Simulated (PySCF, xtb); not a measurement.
Bonds broken one at a time in the series Ga Br-H. All species are isolated molecules in the gas phase. Strings in code marks are SMILES.

Quantity: homolytic bond dissociation enthalpy at 298 K (no spin–orbit term), in kJ/mol. Thermal and zero-point terms are GFN2-xTB rigid-rotor harmonic values (xtb).

A: Ga–Br bond of `[GaH2][Br]`, giving `[Br]` and `[GaH2]`
B: Br–Ga bond of `[Br][GaH][Br]`, giving `[Br]` and `[GaH][Br]`
C: Br–Ga bond of `[Br][Ga]([Br])[Br]`, giving `[Br]` and `[Br][Ga][Br]`

### Question
Rank these by homolytic bond dissociation enthalpy at 298 K (no spin–orbit term) (lowest first), as TPSSh-D3(BJ)/def2-TZVP (PySCF) gives it.

### Answer
C (356.4 kJ/mol), B (375.8 kJ/mol), A (396.9 kJ/mol)
